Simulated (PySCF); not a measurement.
Computed Raman spectrum (relative Raman activity) of a molecule FH₆NOSi₂. Geometry optimised at PBE-D3(BJ)/def2-SVP. The values are those of a single conformer. These are PBE-D3(BJ)/def2-SVP run with PySCF values and carry that method's errors. Frequencies are harmonic and unscaled.

Lines under 2 % of the strongest are left out, and lines within 2 cm⁻¹ are merged.

```tsv
ν (cm⁻¹)	relative intensity
268	2.3
450	4.5
497	4.6
505	3.2
851	2.4
888	6.8
897	11
906	8.6
942	2.6
1474	2.6
2146	100
2161	65
2168	52
3502	93
3609	44
3770	43
```

Task: Which molecule gave these data?
A) N[Si@@H](O)[SiH2]F
B) N[Si@@H](F)O[SiH3]
C) N[Si@@](O)(F)[SiH3]
D) O[SiH2]N[SiH2]F

Result: C, N[Si@@](O)(F)[SiH3]
